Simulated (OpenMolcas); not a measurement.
**Lu+: effect of the IPEA shift**

```yaml
Program: OpenMolcas 26.06
Basis: ANO-RCC-VTZP [8s7p5d3f2g1h]
Scalar_Hamiltonian: DKH2, point nucleus
Active_space: 2 electrons in 9 orbitals (RAS2 5d 6s; RAS3 6p, at most 2 electrons)
State_averaging: 2S+1 = 1 even, 21 roots; 2S+1 = 3 even, 15 roots kept (CI in the orbitals of an earlier block); 2S+1 = 1 odd, 15 roots; 2S+1 = 3 odd, 18 roots kept (CI in the orbitals of an earlier block)
Spin-orbit_coupling: state interaction with AMFI integrals over the reference wave functions, term energies averaged over their components
```

Methods on the same reference wave functions:
A. RASSCF
B. MS-RASPT2, IPEA 0 Eh, imaginary shift 0.1 Eh (closed shells correlated: 5s 5p)
C. MS-RASPT2, IPEA 0.25 Eh, imaginary shift 0.1 Eh (closed shells correlated: 5s 5p)

Energies in cm-1 above 6s2 1S0, the measured ground level; measured values from NIST Handbook of Basic Atomic Spectroscopic Data.

```tsv
Level	A	B	C	Measured
6s2 1S0	0.0	0.0	0.0	0.0
5d 6s 3D1	13454	12440	12700	11796
5d 6s 3D2	14123	13120	13380	12435
5d 6s 3D3	15776	14770	15030	14199
5d 6s 1D2	18769	17980	18150	17333
6s 6p 3P* 0	27112	27220	27340	27264
6s 6p 3P* 1	27819	27920	28040	28503
6s 6p 3P* 2	29643	29750	29870	32453
5d2 3F2	30605	30170	30570	29407
5d2 3F3	32202	31790	32190	30889
5d2 3F4	33949	33520	33920	32504
5d2 3P0	36806	35990	36600	35652
6s 6p 1P* 1	37047	36910	37100	38223
5d2 3P1	37832	37120	37750	36557
5d 6p 3F* 2 [67 %]	40495	41620	41910	41225
5d2 1G4	41850	40440	40720	
5d 6p 1D* 2 [59 %]	43433	44700	45030	45459
5d 6p 3F* 3	43511	44520	44780	44919
5d 6p 3D* 1	44427	45920	46330	45532
5d 6p 3D* 2	45717	47220	47630	46904
5d 6p 3F* 4	46270	47270	47540	48537
5d 6p 3D* 3	47269	48730	49140	48733
5d 6p 3P* 0	48069	48860	49280	49964
```

Deviations, from unrounded energies. A percentage is the sum of absolute deviations over the sum of measured energies, with the sign that they share, or ± where signs differ.

```tsv
Against measurement	Levels	A	B	C
mean absolute deviation (cm-1)	21	1400	730	890
other configurations (%)	21	±4.1	±2.1	±2.6
```

B lies closest to measurement on these levels and A furthest from it. The largest miss of B in the table is 6s 6p 3P* 2, by -2700 cm-1. The ranking rests on the paired levels alone, and a cruder setting can come out closer through cancelling errors.

Between B and C the level of the table that moves most is 5d2 3P1, by 630 cm-1 (lowest in B, highest in C). Moves below CASPT2's spread within the term are not significant.

The mean deviations of B to C differ by less than CASPT2's widest spread within a term (570 cm-1), so their order carries little weight.

The lowest spin-free term lies below A's lowest term by 0.196 hartree in B, 0.195 hartree in C.

CASPT2 does not keep the components of a term degenerate, so their means are used; among the terms shown or strongly mixed into the levels shown the widest spread is 570 cm-1 (5d2 1G, B). Some levels mix across a computed gap that differs much from the measured one, so their mixing is not that of the real levels. Terms from blocks run as CI alone lack orbitals of their own. Configurations are named by rounded mean occupations; where the s occupation lies near a half they are strongly mixed, a name can repeat and a true partner stay unpaired. A single d shell beside an s shell can misplace configurations of different d count against each other. Without dynamic correlation excited terms often stand tens of per cent too high (terms of higher spin than the ground term too low), and those without a measured partner can miss by more than the paired ones (holds for A). Measured partners are found by configuration, term and J. A level has none where our copy of the source lacks it or the pairing is in doubt (some pairs that miss far off the trend of their configuration count as doubtful), and it then counts in no deviation. Levels of configurations outside the active space are missing. The table leaves out levels that lie high or whose names do not pair safely across all columns.

A share in square brackets marks a mixed level and gives the weight of the term that names it, the lowest over the columns. * marks odd parity.
